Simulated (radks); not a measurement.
Values are calculated unless marked as measured or tabulated.
The europium ion Eu+ inside a hard spherical wall (all orbitals vanish at R), configuration held at [Xe] 4f7 6s1 and not refilled when levels cross. Level of theory: scalar-relativistic Kohn-Sham, PBE, spin-polarised, spherical densities, point nucleus; open shells are filled with parallel spins first (spin-orbit coupling, left out, can overturn this in heavy ions) (a radial shooting solver on a logarithmic mesh with Libxc functionals). Eigenvalues in eV for spin up, with the zero of energy where the potential of the charges vanishes at infinity; a dash marks a level that is unbound or too diffuse for the functional's potential to be trusted. A positive occupied level is held by the wall or, in an anion where self-interaction has pushed it up, behind a barrier. The pressure on the wall is -dE/dV.

| R (bohr) | E (hartree) | kinetic (hartree) | e(5s) | e(5p) | e(4f) | e(6s) | e(5d, empty) | e(6p, empty) | pressure (GPa) |
|---|---|---|---|---|---|---|---|---|---|
| free | -10844.1644 | 11618.683 | -51.923 | -30.779 | -10.307 | -8.917 | -7.572 | -5.628 | 0 |
| 15 | -10844.1644 | 11618.683 | -51.923 | -30.779 | -10.307 | -8.917 | -7.572 | -5.628 | < 0.0001 |
| 12 | -10844.1644 | 11618.684 | -51.920 | -30.777 | -10.304 | -8.915 | -7.570 | -5.614 | 0.000559 |
| 10 | -10844.1641 | 11618.688 | -51.899 | -30.756 | -10.283 | -8.895 | -7.552 | -5.529 | 0.0109 |
| 8 | -10844.1602 | 11618.720 | -51.755 | -30.616 | -10.141 | -8.720 | -7.417 | -5.047 | 0.182 |
| 7 | -10844.1510 | 11618.779 | -51.538 | -30.408 | -9.924 | -8.372 | -7.194 | -4.289 | 0.721 |
| 6 | -10844.1235 | 11618.923 | -51.107 | -29.999 | -9.485 | -7.447 | -6.687 | -2.558 | 2.95 |
| 3.5 | -10843.2483 | 11622.818 | -45.575 | -24.541 | -2.997 | 12.835 | 2.092 | 25.812 | 271 |
| 3 | -10842.0714 | 11627.855 | -40.598 | -19.046 | 3.108 | 32.944 | 10.508 | 50.389 | 960 |
| 2 | -10828.3229 | 11677.774 | 0.116 | 29.331 | 43.611 | 184.87 | 76.334 | 219.33 | 21600 |
| 1.5 | -10786.9415 | 11810.918 | 105.27 | 150.75 | 114.19 | 494.62 | 221.06 | 545.12 | 171000 |
